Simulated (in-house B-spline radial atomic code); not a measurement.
Results of a calculation; reference values are marked as such.
**Extrapolating the RPA correlation energy in partial waves: neutral bismuth**

All-electron RPA on PBE orbitals from a B-spline radial code for spherical atoms, scalar-relativistic (spin-free one-electron X2C), finite nucleus, configuration [Xe] 4f14 5d10 6s2 6p3, highest spin. Without the two-electron picture change, the correlation of inner shells comes somewhat too large for so heavy an element. Spin-orbit coupling, left out, splits p levels strongly here. With empty states up to angular momentum L the sums are:

```tsv
L	E_c(L) (hartree)
5	-6.382894
6	-6.787213
7	-7.006719
```

For large l each further wave adds A/(l + 1/2)⁴, because the basis must build the cusp where two electrons meet.

(1) Estimate the limit from L = 6 and L = 7.

(2) How good is the estimate?

## Answers

(1) Wave 7 adds -0.219506, against a sum of (l + 1/2)⁻⁴ of 3.16049e-04, so A = -694.53. The sum over l > 7 is ζ(4, 8.5) = 6.4602e-04, close to 1/(3 × 8³) = 6.5104e-04. The tail is -0.448683 and the limit -7.45540 hartree.

(2) A run to L = 11 sums to -7.28072 and extrapolates to -7.37947 hartree, 10.62 millihartree from the run before, so it has not settled and is itself too deep. The estimate differs from that by -75.93 millihartree, while the bare sum at L = 7 misses 372.8 millihartree (5.1 %).
